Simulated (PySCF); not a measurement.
# Correlation energy of V⁺ (vanadium, charge +1)

[Ar] 3d3 4p1, one real determinant (an excited configuration). Computed with PySCF 2.14 in x2c-QZVPPall (11s7p5d3f2g, 96 functions), with the spin-free X2C one-electron Hamiltonian (Gaussian nucleus). Frozen: [Ne]; 12 electrons correlated.

MP2 pair energies summed by pair of shells (mhartree):

| pair | energy | share (%) |
| --- | --- | --- |
| 3p-3d | -109.27 | 34.5 |
| 3p-3p | -108.67 | 34.3 |
| 3s-3p | -36.63 | 11.6 |
| 3s-3d | -20.64 | 6.5 |
| 3d-3d | -19.67 | 6.2 |
| 3p-4p | -7.74 | 2.4 |
| 3s-3s | -6.65 | 2.1 |
| 3d-4p | -6.62 | 2.1 |
| 3s-4p | -0.53 | 0.2 |

Total MP2 correlation energy: -316.42 mhartree.

Same-spin part -98.69 and opposite-spin part -217.73 mhartree; SCS-MP2 scales them by 1/3 and 6/5 to -294.17 mhartree.

The basis was made for the ground configuration and has no added diffuse functions, which can raise the energy of the promoted electron.

The reference is one real determinant that mixes LS terms of this configuration.

This basis was not built for core-valence correlation, so the inner-shell part is incomplete.
